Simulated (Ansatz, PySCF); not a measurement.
Breaking a bond: SMILES [SiH3]Br (H₃BrSi). The Si1–Br5 bond (Si1 also carries H, H, H; Br5 carries nothing else) is stretched with both fragments frozen at the PBE0/def2-TZVP optimised geometry.

RKS-PBE = restricted PBE/cc-pVDZ (Ansatz, a quantum-chemistry and plane-wave program); UCCSD(T) = CCSD(T) on UHF/cc-pVDZ, 14 core orbitals frozen run with PySCF.

Energies relative to the lowest point of each curve near equilibrium, in kJ/mol:

| R / Å | RKS-PBE |
|---|---|
| 1.89 | 159.4 |
| 2.08 | 26.9 |
| 2.15 | 8.3 |
| 2.30 | 0.0 |
| 2.42 | 13.1 |
| 2.59 | 47.0 |
| 3.69 | 285.9 |
| 4.04 | 330.8 |
| 4.44 | 366.5 |
| 5.48 | 410.8 |
| 5.94 | 418.9 |
| 6.63 | 425.2 |

Problem. What does UCCSD(T) give at the same points?

Solution. 1.89: 164.8; 2.08: 27.2; 2.15: 8.1; 2.30: 0.7; 2.42: 15.5; 2.59: 52.8; 3.69: 313.2; 4.04: 343.2; 4.44: 354.1; 5.48: 359.0; 5.94: 359.3; 6.63: 359.5 (kJ/mol).

The restricted form behind RKS-PBE keeps the bonding electrons paired and can't separate into open-shell fragments. The unrestricted determinant behind UCCSD(T) is spin-contaminated at 3.32 to 7.68 Å (<S²> up to 1.0, against 0.00 for a pure singlet).
